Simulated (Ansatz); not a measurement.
Ansatz results at the PBE0-D4/def2-TZVP geometry: ideal-gas entropy at 298 K and 1 bar (rigid rotor, harmonic PBE0-D4/def2-TZVP) 360 J/(mol·K); zero-point energy (PBE0-D4/def2-TZVP) 150.3 kJ/mol; size of the dipole moment (ωB97M-V/def2-TZVPP) 0.10 D.

Which molecule gave them?
A. `[F][Sb][SiH3]`•
B. `[SiH3][SiH][SiH3]`•
C. `[CH3][Sn]([F])[SH]`•
D. `[Cl][Ga][Br]`•

B. The others give `[CH3][Sn]([F])[SH]`•: 380, 121.0, 2.57; `[F][Sb][SiH3]`•: 335, 68.1, 2.36; `[Cl][Ga][Br]`•: 320, 4.6, 1.72.
